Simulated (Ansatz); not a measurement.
Basis sets compared for the cluster Ge₃Te₇. Charge 0, multiplicity 1. Geometry PBE-D4/def2-SVP. Ansatz on 4 threads of Intel Xeon on a shared host; times are rough, and most runs start from earlier orbitals.

Cartesian coordinates in Å:
```
Ge -2.548 -0.528 1.542
Ge 0.727 1.867 1.259
Ge 0.619 -0.457 0.379
Te -1.626 0.112 -1.096
Te 2.449 -1.640 -1.080
Te 2.528 3.431 1.421
Te -1.794 2.171 1.676
Te 1.216 -0.960 -3.454
Te -0.330 -1.938 2.245
Te -1.240 -2.057 -2.893
```

In the def2 sets Te takes a core potential; there is no spin–orbit coupling. Another isomer (singlet) lies 0.27 eV lower at PBE0-D4/def2-SVP; other spin states weren't run for this one.

Binding counts from free atoms (Ge triplet, Te triplet) in the same basis, without a counterpoise term.

| level | functions | energy (Eh) | HOMO (eV) | LUMO (eV) | binding per atom (eV) | wall time |
| --- | --- | --- | --- | --- | --- | --- |
| PBE-D4/def2-SVP | 278 | -8105.7768 | -5.07 | -3.67 | 2.75 | 21 s |
| PBE0-D4/def2-SVP | 278 | -8106.0283 | -5.96 | -3.20 | 2.56 | 53 s |

Task: Estimate the rows for PBE-D4/def2-TZVP (with forces), PBE0-D4/def2-TZVP.

Result: 
| level | functions | energy (Eh) | HOMO (eV) | LUMO (eV) | binding per atom (eV) | wall time |
| --- | --- | --- | --- | --- | --- | --- |
| PBE-D4/def2-TZVP (with forces) | 494 | -8106.6353 | -5.11 | -3.69 | 2.77 | 45 s |
| PBE0-D4/def2-TZVP | 494 | -8106.8839 | -5.97 | -3.16 | 2.60 | 3.6 min |
